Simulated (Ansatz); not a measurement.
Ansatz (an electronic-structure program) input (CCSDT(Q)/cc-pVDZ):

Ansatz 0.2 input:
```yaml
crystal:
  periodic: [false, false, false]
  atoms:
    - {symbol: Ga, position_ang: [-0.30294375, -0.14672427, -0.24381653]}
    - {symbol: O, position_ang: [1.04322386, 0.40060262, 0.81135595]}
    - {symbol: H, position_ang: [1.04546530, 1.34363154, 1.06746482]}
basis:
  gaussian:
    orbitals: cc-pVDZ
total_charge: 1
magnetization: {spin_polarized: true, initial_magnetization: 1}
correlation: {method: ccsdt_q, electrons: outside_noble_gas}
```

Output:

```
Functional definition: HF
integrals: 0.03 GiB planned
863 factors; integrals over basis functions are off by at most 1.6e-7 eV
mean field: 0.19 GiB planned
mean field evaluation 1: about -54367.3417 eV, gradient 5.3e1 eV
mean field evaluation 2: about -54367.3830 eV, gradient 5.3e1 eV
mean field evaluation 4: about -54378.5670 eV, gradient 5.0e0 eV
mean field evaluation 8: about -54378.8772 eV, gradient 6.2e-1 eV
mean field evaluation 16: about -54378.8989 eV, gradient 2.2e-6 eV
mean field evaluation 32: about -54377.7983 eV, gradient 1.3e-1 eV
mean field evaluation 64: about -54369.5970 eV, gradient 2.8e1 eV
mean field evaluation 96: about -54377.7947 eV, gradient 5.2e-2 eV
mean field evaluation 128: about -54377.8026 eV, gradient 3.7e-4 eV
mean field evaluation 160: about -54373.0795 eV, gradient 8.9e-4 eV
mean field evaluation 192: about -54365.6987 eV, gradient 2.7e1 eV
mean field evaluation 224: about -54377.2405 eV, gradient 3.3e0 eV
mean field evaluation 256: about -54372.5846 eV, gradient 9.4e0 eV
mean field evaluation 288: about -54374.4491 eV, gradient 2.3e-1 eV
mean field evaluation 320: about -54374.3111 eV, gradient 5.5e0 eV
mean field evaluation 352: about -54372.8642 eV, gradient 4.4e-1 eV
mean field evaluation 384: about -54373.0942 eV, gradient 4.0e-2 eV
mean field evaluation 416: about -54370.6779 eV, gradient 2.6e-1 eV
mean field evaluation 448: about -54370.5318 eV, gradient 1.4e1 eV
mean field evaluation 480: about -54369.3873 eV, gradient 5.3e0 eV
mean field evaluation 512: about -54366.9640 eV, gradient 8.0e0 eV
mean field evaluation 544: about -54377.5694 eV, gradient 1.1e1 eV
mean field evaluation 576: about -54374.8481 eV, gradient 2.0e-1 eV
mean field -54378.89886913 eV, -1998.3876740988 hartree, gradient 2.2e-6 eV, S^2 0.792141; 5 other end points of the search recorded, 0 dependent functions left out
determinant -54378.89886913 eV, -1998.3876740988 hartree, with singles and doubles -54385.12767916 eV, -1998.6165786455 hartree
determinant -54377.80259132 eV, -1998.3473866324 hartree, with singles and doubles -54383.41580822 eV, -1998.5536685488 hartree
15 core orbitals not correlated, not the lowest: weight in the atoms' cores, before any rotation towards them, 0.605 or more for the frozen orbitals, at most 0.393 for the correlated occupied ones
reference -54378.89886913 eV, -1998.3876740988 hartree; 5, 4 occupied and 26, 27 virtual orbitals, 863 factors
second order -5.94365359 eV of doubles, -0.00000000 eV of singles
coupled cluster: 0.23 GiB planned
cycle   1  -5.92356268 eV  change    2.0e-2 eV  update   9.3e-2
cycle   2  -6.19360842 eV  change   -2.7e-1 eV  update   5.3e-2
cycle   3  -6.41435449 eV  change   -2.2e-1 eV  update   3.0e-2
cycle   4  -6.43344839 eV  change   -1.9e-2 eV  update   1.3e-2
cycle   5  -6.42239950 eV  change    1.1e-2 eV  update   7.0e-3
cycle   6  -6.42267763 eV  change   -2.8e-4 eV  update   3.7e-3
cycle   7  -6.42595494 eV  change   -3.3e-3 eV  update   1.4e-3
cycle   8  -6.42627646 eV  change   -3.2e-4 eV  update   7.7e-4
cycle   9  -6.42591170 eV  change    3.6e-4 eV  update   3.6e-4
cycle  10  -6.42605291 eV  change   -1.4e-4 eV  update   1.7e-4
cycle  11  -6.42589532 eV  change    1.6e-4 eV  update   1.0e-4
cycle  12  -6.42587736 eV  change    1.8e-5 eV  update   4.9e-5
cycle  13  -6.42589337 eV  change   -1.6e-5 eV  update   2.9e-5
cycle  14  -6.42590710 eV  change   -1.4e-5 eV  update   1.7e-5
cycle  15  -6.42590334 eV  change    3.8e-6 eV  update   9.3e-6
cycle  16  -6.42590414 eV  change   -7.9e-7 eV  update   5.2e-6
cycle  17  -6.42590471 eV  change   -5.7e-7 eV  update   2.6e-6
cycle  18  -6.42590438 eV  change    3.3e-7 eV  update   1.5e-6
cycle  19  -6.42590479 eV  change   -4.2e-7 eV  update   9.0e-7
perturbative correction -0.02739794 eV, -0.0010068558 hartree
Total energy: -54385.35217186 eV, -1998.6248286001 hartree
```
